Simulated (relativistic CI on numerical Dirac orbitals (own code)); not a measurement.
P3+: computed level list

Calculated at this level of theory: Dirac-Coulomb-Breit CI, KLI orbitals optimised for each configuration, model QED (radiative potential, 1s self-energy scaled to tabulated hydrogen-like ionisation energies), valence Slater integrals scaled by 0.85, P86 correlation energy added to each configuration (own radial code, finite nucleus).

CI space (outside the closed core [Ne]): 3s2, 3s.3p, 3p2, 3s.3d, 3d2, 3p.3d, 3s.4s, 3p.4s, 3s.4p, 3s.4d, 3s.4f, 3s.5s, 3d.4s, 3s.5p, 3s.5d, 3s.5f. Levels of other configurations are missing.

```csv
No.,Configuration,Term,J,E (cm⁻¹),%,Landé g,jj configuration (%)
1,3s2,1S,0,0,97,,closed (97)
2,3s.3p,3P°,0,66328,99,,3s 3p1/2 (99)
3,3s.3p,3P°,1,66549,99,1.501,3s 3p1/2 (67)
4,3s.3p,3P°,2,67001,99,1.501,3s 3p3/2 (99)
5,3s.3p,1P°,1,102281,96,1.000,3s 3p3/2 (65)
6,3p2,1D,2,157936,73,1.001,3p1/2 3p3/2 (52)
7,3p2,3P,0,163682,99,,3p1/2^2 (68)
8,3p2,3P,1,163918,99,1.501,3p1/2 3p3/2 (99)
9,3p2,3P,2,164375,99,1.500,3p3/2^2 (70)
10,3s.3d,3D,3,189252,100,1.334,3s 3d5/2 (100)
11,3s.3d,3D,2,189256,100,1.167,3s 3d3/2 (60)
12,3s.3d,3D,1,189261,100,0.499,3s 3d3/2 (100)
13,3p2,1S,0,192722,93,,3p3/2^2 (64)
14,3s.3d,1D,2,219374,72,1.000,3s 3d5/2 (43)
15,3s.4s,3S,1,227190,100,2.002,3s 4s (100)
16,3s.4s,1S,0,235411,99,,3s 4s (99)
17,3s.4p,3P°,0,256351,99,,3s 4p1/2 (99)
18,3s.4p,3P°,1,256414,99,1.499,3s 4p1/2 (71)
19,3s.4p,3P°,2,256556,99,1.501,3s 4p3/2 (99)
20,3s.4p,1P°,1,257986,95,1.002,3s 4p3/2 (68)
21,3p.3d,3F°,2,262014,98,0.667,3p1/2 3d3/2 (77)
22,3p.3d,3F°,3,262251,98,1.083,3p3/2 3d3/2 (51)
23,3p.3d,3F°,4,262561,98,1.250,3p3/2 3d5/2 (98)
24,3p.3d,1D°,2,266275,100,0.999,3p3/2 3d5/2 (47)
25,3p.3d,3P°,2,279819,97,1.495,3p1/2 3d5/2 (58)
26,3p.3d,3P°,1,280059,98,1.485,3p3/2 3d3/2 (42)
27,3p.3d,3P°,0,280205,99,,3p3/2 3d3/2 (99)
28,3p.3d,3D°,1,281664,98,0.515,3p3/2 3d3/2 (51)
29,3p.3d,3D°,2,281755,98,1.173,3p3/2 3d3/2 (59)
30,3p.3d,3D°,3,281826,100,1.334,3p3/2 3d5/2 (70)
31,3p.3d,1F°,3,292992,54,1.000,3s 4f7/2 (25)
32,3s.4d,3D,3,293626,100,1.334,3s 4d5/2 (100)
33,3s.4d,3D,2,293627,100,1.167,3s 4d3/2 (60)
34,3s.4d,3D,1,293628,100,0.499,3s 4d3/2 (100)
35,3s.4d,1D,2,297073,98,1.000,3s 4d5/2 (59)
36,3s.4f,3F°,2,306644,98,0.666,3s 4f5/2 (98)
37,3s.4f,3F°,3,306648,98,1.083,3s 4f5/2 (56)
38,3s.4f,3F°,4,306654,98,1.251,3s 4f7/2 (98)
39,3s.5s,3S,1,309386,100,2.002,3s 5s (100)
40,3p.3d,1P°,1,310224,93,1.000,3p3/2 3d5/2 (57)
41,3s.5s,1S,0,312442,100,,3s 5s (100)
42,3p.4s,3P°,0,317094,93,,3p1/2 4s (93)
43,3p.4s,3P°,1,317119,53,1.285,3p1/2 4s (74)
44,3p.4s,3P°,1,317590,39,1.216,3p3/2 4s (61)
45,3s.4f,1F°,3,317678,55,1.000,3s 4f7/2 (31)
```

Energies count from the lowest computed level; ° marks odd parity. Filled j subshells are mostly left out of the jj labels.

The mean weight of the leading LS term, summed over parents, in these 45 levels is 93 %, and that of the leading jj configuration (from the same eigenvectors) 75 %, so LS coupling describes them better.

For a near-neutral ion this model can misplace configurations by up to about 10,000 cm⁻¹ (more where the count of f electrons changes) and terms by 10 to 25 % of their spread. Rates follow the energies as ν³ (E1, M1) or ν⁵ (E2), so they and the lifetimes can be off by large factors. The fine structure of a lone outer electron comes out too small, for d and f at times inverted, and misplaced configurations move strength between like terms. 25 of the 26 excited levels that our extract of the measured tables holds in this range could be paired (the sources list more); they are missed by 933 cm⁻¹ on average and 1870 at most, and levels without a partner can miss by more.
